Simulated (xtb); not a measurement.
AlCl, charge +1, doublet, from a rough starting geometry (GFN-xTB shapes and energies of metal compounds can be far from the true ones) (a state made from the parent by changing its charge; the spin is typed, not shown lowest); GFN2-xTB run with xtb.

xtb was given this input:
```
$ xtb mol.xyz --gfn 2 --chrg 1 --uhf 1 --opt vtight --json

# file mol.xyz
2

Al    -0.61101624    -0.54729317    -0.57127094
Cl     0.60437431     0.57316042     0.57414771
```

It wrote (shortened):

```
   ID    Z sym.   atoms
    1   13 Al     1
    2   17 Cl     2

           -------------------------------------------------
          |                Calculation Setup                |
           -------------------------------------------------

           -------------------------------------------------
          |                 G F N 2 - x T B                 |
           -------------------------------------------------

          ...................................................
          :                      SETUP                      :
          :.................................................:
          :  # basis functions                  20          :
          :  # atomic orbitals                  18          :
          :  # shells                            6          :
          :  # electrons                         9          :
          :  max. iterations                   250          :
          :  Hamiltonian                  GFN2-xTB          :
          :  restarted?                      false          :
          :  GBSA solvation                  false          :
          :  PC potential                    false          :
          :  electronic temp.          300.0000000     K    :
          :  accuracy                    1.0000000          :
          :  -> integral cutoff          0.2500000E+02      :
          :  -> integral neglect         0.1000000E-07      :
          :  -> SCF convergence          0.1000000E-05 Eh   :
          :  -> wf. convergence          0.1000000E-03 e    :
          :  Broyden damping             0.4000000          :
          :  net charge                          1          :
          :  unpaired electrons                  1          :
          ...................................................

 iter      E             dE          RMSdq      gap      omega  full diag
   1     -5.1070528 -0.510705E+01  0.242E+01    3.24       0.0  T
   2     -5.1343194 -0.272666E-01  0.124E+01    3.64       1.0  T
   3     -5.1225533  0.117661E-01  0.112E+01    3.30       1.0  T
   4     -5.1351751 -0.126218E-01  0.351E+00    3.67       1.0  T
   5     -5.1475252 -0.123501E-01  0.674E-01    3.63       1.0  T
   6     -5.1476184 -0.931678E-04  0.413E-01    3.64       1.0  T
   7     -5.1477112 -0.928064E-04  0.216E-01    3.65       1.0  T
   8     -5.1477258 -0.145962E-04  0.102E-01    3.64       1.0  T
   9     -5.1477340 -0.818440E-05  0.187E-02    3.65       3.8  T
  10     -5.1477341 -0.792724E-07  0.203E-03    3.65      34.9  T
  11     -5.1477341 -0.159779E-08  0.658E-04    3.65     107.4  T
  12     -5.1477341 -0.338333E-09  0.521E-05    3.65    1356.2  T

   *** convergence criteria satisfied after 12 iterations ***

         :::::::::::::::::::::::::::::::::::::::::::::::::::::
         ::                     SUMMARY                     ::
         :::::::::::::::::::::::::::::::::::::::::::::::::::::
         :: total energy              -5.134299392021 Eh    ::
         :: gradient norm              0.015976416188 Eh/a0 ::
         :: HOMO-LUMO gap              3.647089966376 eV    ::
         ::.................................................::
         :: SCC energy                -5.147734085457 Eh    ::
         :: -> isotropic ES            0.154137689081 Eh    ::
         :: -> anisotropic ES         -0.006051104123 Eh    ::
         :: -> anisotropic XC         -0.008172943211 Eh    ::
         :: -> dispersion             -0.000802331651 Eh    ::
         :: repulsion energy           0.013434693436 Eh    ::
         :: add. restraining           0.000000000000 Eh    ::
         :: total charge               1.000000000035 e     ::
         :::::::::::::::::::::::::::::::::::::::::::::::::::::

      -----------------------------------------------------------
     |                   =====================                   |
     |                        A N C O P T                        |
[...]
 * total energy  :    -5.1342994 Eh     change       -0.9405809E-12 Eh
 * total energy  :    -5.1345897 Eh     change       -0.2903268E-03 Eh
 * total energy  :    -5.1346034 Eh     change       -0.1368541E-04 Eh
 * total energy  :    -5.1346035 Eh     change       -0.8372280E-07 Eh
   *** GEOMETRY OPTIMIZATION CONVERGED AFTER 4 ITERATIONS ***
         :: total energy              -5.134603488019 Eh    ::
[...]
         :: -> anisotropic ES         -0.005967202433 Eh    ::
         :: -> anisotropic XC         -0.007762317919 Eh    ::
         :: -> dispersion             -0.000802352605 Eh    ::
         :: repulsion energy           0.016324126537 Eh    ::
         :: add. restraining           0.000000000000 Eh    ::
         :: total charge               1.000000000010 e     ::
         :::::::::::::::::::::::::::::::::::::::::::::::::::::

           -------------------------------------------------
          |                Property Printout                |
           -------------------------------------------------

    * Orbital Energies and Occupations

         #    Occupation            Energy/Eh            Energy/eV
      -------------------------------------------------------------
         1        2.0000           -1.2870675             -35.0229
         2        2.0000           -0.7549577             -20.5434
         3        2.0000           -0.7159990             -19.4833
         4        2.0000           -0.7159990             -19.4833
         5        1.0000           -0.6679215             -18.1751 (HOMO)
         6                         -0.5327530             -14.4969 (LUMO)
         7                         -0.5327530             -14.4969
         8                         -0.4857457             -13.2178
         9                         -0.4400237             -11.9737
        10                         -0.4400237             -11.9737
        11                         -0.3352413              -9.1224
        12                         -0.3352413              -9.1224
        13                         -0.2460160              -6.6944
        14                         -0.2413852              -6.5684
        15                         -0.2413852              -6.5684
        16                         -0.2203023              -5.9947
       ...                                ...                  ...
        18                          0.7005864              19.0639
      -------------------------------------------------------------
                  HL-Gap            0.1351685 Eh            3.6781 eV
             Fermi-level           -0.6459904 Eh          -17.5783 eV

     #   Z          covCN         q      C6AA      α(0)
     1  13 Al       0.770     0.769   330.978    47.437
     2  17 Cl       0.770     0.231    92.390    14.703

 Mol. C6AA /au·bohr⁶  :        730.170944
 Mol. C8AA /au·bohr⁸  :      54977.161609
 Mol. α(0) /au        :         62.139928

Wiberg/Mayer (AO) data.
largest (>0.10) Wiberg bond orders for each atom

 ---------------------------------------------------------------------------
     #   Z sym  total        # sym  WBO       # sym  WBO       # sym  WBO
 ---------------------------------------------------------------------------
     1  13 Al   1.829 --     2 Cl   1.829
     2  17 Cl   1.829 --     1 Al   1.829
 ---------------------------------------------------------------------------

Topologies differ in total number of bonds
Writing topology from bond orders to xtbtopo.mol

molecular dipole:
                 x           y           z       tot (Debye)
 q only:       -0.616      -0.538      -0.572
   full:       -0.534      -0.462      -0.494       2.189
molecular quadrupole (traceless):
                xx          xy          yy          xz          yz          zz
 q only:        0.191       1.756      -0.150       1.816       1.648      -0.041
  q+dip:        0.350       3.471      -0.263       3.567       3.266      -0.087
   full:        0.173       1.607      -0.136       1.661       1.509      -0.038

optimized geometry written to: xtbopt.xyz

           -------------------------------------------------
          | TOTAL ENERGY               -5.134603488019 Eh   |
          | GRADIENT NORM               0.000151172363 Eh/α |
          | HOMO-LUMO GAP               3.678122429287 eV   |
           -------------------------------------------------
```
